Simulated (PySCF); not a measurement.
**Atomic charges against the basis set**

Compound: C₄H₁₄OSi₂.
Geometry (PBE0-D3(BJ)/def2-SVP, Å), atoms numbered from 1 in this order:
```xyz
21
C4H14OSi2 angstrom
C      1.846    1.588    1.036
Si     1.180   -0.146    1.276
C      1.912   -1.320    0.012
O     -0.478   -0.141    1.142
Si    -1.738    0.030    0.070
C     -1.362    1.405   -1.149
C     -2.020   -1.588   -0.829
H      1.351    2.296    1.719
H      2.929    1.624    1.236
H      1.681    1.937    0.004
H      1.505   -0.623    2.655
H      1.478   -2.327    0.113
H      3.004   -1.408    0.135
H      1.717   -0.966   -1.014
H     -2.950    0.383    0.869
H     -0.483    1.157   -1.766
H     -2.213    1.572   -1.829
H     -1.156    2.352   -0.626
H     -2.205   -2.406   -0.116
H     -1.139   -1.857   -1.435
H     -2.888   -1.521   -1.504
```

PBE0 throughout (PySCF), one geometry, spherical d and f functions. One conformer (not necessarily the lowest) at the PBE0-D3(BJ)/def2-SVP geometry, without solvent, vibrations or thermal averaging. Atoms taken as equivalent share a column and are averaged.

Mulliken charges (e):

```tsv
basis	functions	C1/C3/C6/C7	Si2/Si5	O4	H8 (×12)	H11/H15
STO-3G	57	-0.413	+0.816	-0.541	+0.070	-0.137
pcSseg-0	99	-1.226	+1.520	-1.024	+0.257	-0.098
6-31G	99	-0.842	+1.158	-0.965	+0.192	-0.144
6-31G*	134	-0.781	+0.851	-0.687	+0.193	-0.103
cc-pVDZ	176	-0.279	+0.535	-0.536	+0.062	-0.079
def2-SVP	176	-0.368	+0.711	-0.602	+0.073	-0.110
pcSseg-1	203	-0.660	+0.984	-0.780	+0.141	-0.121
6-311+G(2d,p)	289	-0.842	+1.245	-0.960	+0.168	-0.089
aug-cc-pVDZ	295	+0.564	+0.856	-1.124	-0.300	+0.375
def2-TZVP	313	-0.501	+0.418	-0.391	+0.138	-0.048
```

IAO charges (e):

```
        basis  functions  C1/C3/C6/C7  Si2/Si5      O4  H8 (×12)  H11/H15
       STO-3G         57       -0.654   +1.002  -0.690    +0.130   -0.127
     pcSseg-0         99       -0.744   +1.054  -0.807    +0.160   -0.124
        6-31G         99       -0.736   +1.027  -0.809    +0.161   -0.117
       6-31G*        134       -0.734   +1.137  -0.859    +0.152   -0.152
      cc-pVDZ        176       -0.732   +1.131  -0.853    +0.152   -0.151
     def2-SVP        176       -0.726   +1.143  -0.853    +0.149   -0.159
     pcSseg-1        203       -0.739   +1.155  -0.867    +0.152   -0.156
6-311+G(2d,p)        289       -0.756   +1.168  -0.876    +0.157   -0.158
  aug-cc-pVDZ        295       -0.745   +1.136  -0.860    +0.156   -0.150
    def2-TZVP        313       -0.760   +1.181  -0.881    +0.157   -0.162
```

Hirshfeld charges (e):

```json
{"basis": "STO-3G", "functions": "57", "C1/C3/C6/C7": "-0.139", "Si2/Si5": "+0.485", "O4": "-0.345", "H8 (×12)": "+0.010", "H11/H15": "-0.095"}
{"basis": "pcSseg-0", "functions": "99", "C1/C3/C6/C7": "-0.205", "Si2/Si5": "+0.450", "O4": "-0.344", "H8 (×12)": "+0.037", "H11/H15": "-0.092"}
{"basis": "6-31G", "functions": "99", "C1/C3/C6/C7": "-0.202", "Si2/Si5": "+0.419", "O4": "-0.369", "H8 (×12)": "+0.042", "H11/H15": "-0.086"}
{"basis": "6-31G*", "functions": "134", "C1/C3/C6/C7": "-0.201", "Si2/Si5": "+0.390", "O4": "-0.321", "H8 (×12)": "+0.044", "H11/H15": "-0.090"}
{"basis": "cc-pVDZ", "functions": "176", "C1/C3/C6/C7": "-0.211", "Si2/Si5": "+0.415", "O4": "-0.305", "H8 (×12)": "+0.042", "H11/H15": "-0.094"}
{"basis": "def2-SVP", "functions": "176", "C1/C3/C6/C7": "-0.215", "Si2/Si5": "+0.421", "O4": "-0.302", "H8 (×12)": "+0.042", "H11/H15": "-0.096"}
{"basis": "pcSseg-1", "functions": "203", "C1/C3/C6/C7": "-0.218", "Si2/Si5": "+0.430", "O4": "-0.314", "H8 (×12)": "+0.042", "H11/H15": "-0.091"}
{"basis": "6-311+G(2d,p)", "functions": "289", "C1/C3/C6/C7": "-0.216", "Si2/Si5": "+0.426", "O4": "-0.326", "H8 (×12)": "+0.043", "H11/H15": "-0.089"}
{"basis": "aug-cc-pVDZ", "functions": "295", "C1/C3/C6/C7": "-0.225", "Si2/Si5": "+0.434", "O4": "-0.327", "H8 (×12)": "+0.045", "H11/H15": "-0.088"}
{"basis": "def2-TZVP", "functions": "313", "C1/C3/C6/C7": "-0.220", "Si2/Si5": "+0.421", "O4": "-0.315", "H8 (×12)": "+0.044", "H11/H15": "-0.090"}
```

Some averages cover members that differ in this geometry, most widely: H8 (×12), Mulliken in aug-cc-pVDZ -0.380 to -0.212; C1/C3/C6/C7, Mulliken in 6-311+G(2d,p) -0.870 to -0.814; Si2/Si5, Mulliken in aug-cc-pVDZ +0.842 to +0.870 e.

Which scheme is steadiest as the basis changes?

Largest range over the bases for any column: Hirshfeld 0.10 e, IAO 0.19 e, Mulliken 1.79 e. Hirshfeld charges move least and Mulliken charges most, counted in e. Without the minimal STO-3G basis the ranges are Hirshfeld 0.07, IAO 0.15, Mulliken 1.79 e.

How much do the charges still move between the two largest bases, aug-cc-pVDZ and def2-TZVP?

At most, over all atoms: Mulliken 1.078 e, IAO 0.045 e, Hirshfeld 0.013 e.

What do the same runs give for the total energy, the frontier levels and the dipole moment?

```json
{"basis": "STO-3G", "energy (Eh)": "-805.0457", "HOMO (eV)": "-3.67", "LUMO (eV)": "6.61", "μ (D)": "0.72"}
{"basis": "pcSseg-0", "energy (Eh)": "-813.4527", "HOMO (eV)": "-7.93", "LUMO (eV)": "1.42", "μ (D)": "1.73"}
{"basis": "6-31G", "energy (Eh)": "-814.4857", "HOMO (eV)": "-7.61", "LUMO (eV)": "1.62", "μ (D)": "2.13"}
{"basis": "6-31G*", "energy (Eh)": "-814.6205", "HOMO (eV)": "-7.73", "LUMO (eV)": "1.59", "μ (D)": "1.75"}
{"basis": "cc-pVDZ", "energy (Eh)": "-814.6564", "HOMO (eV)": "-7.77", "LUMO (eV)": "1.35", "μ (D)": "1.70"}
{"basis": "def2-SVP", "energy (Eh)": "-814.3112", "HOMO (eV)": "-7.88", "LUMO (eV)": "1.28", "μ (D)": "1.68"}
{"basis": "pcSseg-1", "energy (Eh)": "-814.6195", "HOMO (eV)": "-8.00", "LUMO (eV)": "1.00", "μ (D)": "1.62"}
{"basis": "6-311+G(2d,p)", "energy (Eh)": "-814.7606", "HOMO (eV)": "-7.97", "LUMO (eV)": "-0.02", "μ (D)": "1.61"}
{"basis": "aug-cc-pVDZ", "energy (Eh)": "-814.6766", "HOMO (eV)": "-7.89", "LUMO (eV)": "-0.19", "μ (D)": "1.55"}
{"basis": "def2-TZVP", "energy (Eh)": "-814.7883", "HOMO (eV)": "-7.97", "LUMO (eV)": "0.79", "μ (D)": "1.56"}
```

The dipole is fixed by the density alone, so its range of 1.41 D shows that the density itself changes with the basis, not only its division among atoms.
